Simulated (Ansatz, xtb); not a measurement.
## Relative energy of two isomers of C4H4BrClO

Structure a: `CC(=O)/C=C(/Cl)Br`, a singlet. Structure b: `C/C=C(/Cl)C(=O)Br`, a singlet. Both are isolated molecules in the gas phase, relaxed with B3LYP-D3(BJ)/def2-SVP; each stands in its lowest conformer found.

Quicker runs give these differences E(b) − E(a): GFN2-xTB −0.314 eV; HF/STO-3G −0.122 eV (at GFN2-xTB geometries); r2SCAN-D4/def2-SVP −0.395 eV (at GFN2-xTB geometries).

Question: Estimate E(b) − E(a) at the level CCSD(T)/def2-SVP + ΔMP2/def2-TZVPP.

Answer: Calculated at CCSD(T)/def2-SVP + ΔMP2/def2-TZVPP: E(b) − E(a) = −0.256 eV, so structure b lies lower.

Level by level:

```
                             level               geometry  E(b) − E(a) (eV)  departure from the last row (eV)  job, with rough time for the two
                          GFN2-xTB               GFN2-xTB              −0.314                            −0.058               optimisation, 0.3 s
                         HF/STO-3G               GFN2-xTB              −0.122                            +0.135              single point, 0.56 s
                r2SCAN-D4/def2-SVP               GFN2-xTB              −0.395                            −0.139               single point, 4.7 s
             B3LYP-D3(BJ)/def2-SVP  B3LYP-D3(BJ)/def2-SVP              −0.357                            −0.101                optimisation, 52 s
                       HF/def2-SVP  B3LYP-D3(BJ)/def2-SVP              −0.228                            +0.028           part of the CCSD(T) run
                      MP2/def2-SVP  B3LYP-D3(BJ)/def2-SVP              −0.318                            −0.062           part of the CCSD(T) run
                  CCSD(T)/def2-SVP  B3LYP-D3(BJ)/def2-SVP              −0.316                            −0.059                      single point
CCSD(T)/def2-SVP + ΔMP2/def2-TZVPP  B3LYP-D3(BJ)/def2-SVP              −0.256                                               single point, 1.7 min
```

As drawn, both hold the same kinds of bond in the same numbers.

The levels shown agree on the order. The largest departure from CCSD(T)/def2-SVP + ΔMP2/def2-TZVPP is that of r2SCAN-D4/def2-SVP, 0.139 eV. The last row adds to CCSD(T) the change of the MP2 difference between the two basis sets, here +0.059 eV.

With thermal terms from frequencies at re-optimised GFN2-xTB minima (ideal gas, soft modes damped towards free rotors, one conformer each, 298.15 K, 1 atm): the zero-point term adds +0.002 eV; ΔH is −0.251 and ΔG −0.257 eV.

The correlated steps freeze 19 core orbitals; the filled d shell of Br is correlated, in a basis made for valence electrons. Run with Ansatz 0.2.0, xtb 6.7.1; the last row on 4 threads of Arm Neoverse V1 on a shared host.
